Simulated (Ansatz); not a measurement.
Start from `N[SiH2][GaH2]` and change one atom or group to get `F[SiH2][GaH2]`.

Ansatz, PBE0-D4/def2-TZVP geometries, multiplicity 1. Each molecule was computed in one conformer, which needn't be the lowest.

Scalar relativity is left out up to krypton.

| property | `N[SiH2][GaH2]` |
| --- | --- |
| size of the dipole moment (B3LYP/def2-TZVPP) / D | 1.39 |
| HOMO–LUMO gap (PBE/def2-TZVPP) / eV | 3.11 |
| HOMO energy (PBE0/def2-TZVPP) / eV | -7.12 |
| LUMO energy (PBE/def2-TZVPP) / eV | -2.75 |
| HOMO–LUMO gap (ωB97M-V/def2-TZVPP) / eV | 9.00 |
| HOMO–LUMO gap (B3LYP/def2-TZVPP) / eV | 4.71 |

(1) Give the same properties after the change, and the shifts. (Estimate.)

Answers

(1) Ansatz gave: 
| property | `F[SiH2][GaH2]` | shift |
| --- | --- | --- |
| size of the dipole moment (B3LYP/def2-TZVPP) / D | 1.22 | -0.17 |
| HOMO–LUMO gap (PBE/def2-TZVPP) / eV | 3.46 | 0.35 |
| HOMO energy (PBE0/def2-TZVPP) / eV | -7.69 | -0.57 |
| LUMO energy (PBE/def2-TZVPP) / eV | -3.10 | -0.35 |
| HOMO–LUMO gap (ωB97M-V/def2-TZVPP) / eV | 9.15 | 0.15 |
| HOMO–LUMO gap (B3LYP/def2-TZVPP) / eV | 4.93 | 0.22 |

With PBE0 the HOMO falls by 0.57 eV and the LUMO falls by 0.35 eV, so the gap widens by about 0.22 eV. PBE moves the HOMO by -0.70 eV and ωB97M-V by -0.48 eV. The zero-point energy changes by -60.8 kJ/mol with -6 modes. Dipoles are sizes alone; their direction can turn.

B3LYP here is the variant with VWN-RPA as its local correlation; programs differ in this.
